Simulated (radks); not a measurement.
The numbers below are computed, except where a source is named.
Ionisation of the bismuth ion Bi3+, [Hg], to Bi4+, [Xe] 4f14 5d10 6s1, under several functionals. Non-relativistic Kohn-Sham, spin-polarised, spherical densities, point nucleus; open shells are filled with parallel spins first (spin-orbit coupling, left out, can overturn this in heavy ions); a radial shooting solver on a logarithmic mesh with Libxc functionals.

functional                          E(Bi3+) (hartree)  Exc (hartree)  IE (eV)  -e(HOMO) (eV)  <r> HOMO (bohr)  IE error (eV)
PW91                                      -20099.3343      -370.8733   40.187         35.558            2.230         -5.183
exchange-only r2SCAN                      -20093.1517      -364.6798   38.325         34.356            2.258         -7.045
MS2 meta-GGA                              -20096.4142      -367.9398   39.635         35.236            2.243         -5.735
exchange-only B88                         -20094.0271      -365.5155   39.109         34.578            2.244         -6.261
revPBE                                    -20097.8702      -369.3995   39.883         35.295            2.232         -5.487
r2SCAN                                    -20098.2025      -369.7632   39.604         35.534            2.233         -5.766
XLYP                                      -20099.3791      -370.9013   40.306         35.532            2.239         -5.064
B86b exchange with PBE correlation        -20098.7986      -370.3319   40.107         35.490            2.231         -5.263
PBEsol                                    -20092.9336      -364.4157   40.075         35.527            2.224         -5.295
HCTH/407                                  -20110.5808      -382.5112   40.337         35.475            2.229         -5.033

NIST Atomic Spectra Database: 45.4 eV (measured). Closest: HCTH/407. The Delta-SCF values span 2.01 eV, the total energies 17.65 hartree. The highest occupied level is 6s. Relativity is left out here, which matters for elements this heavy.
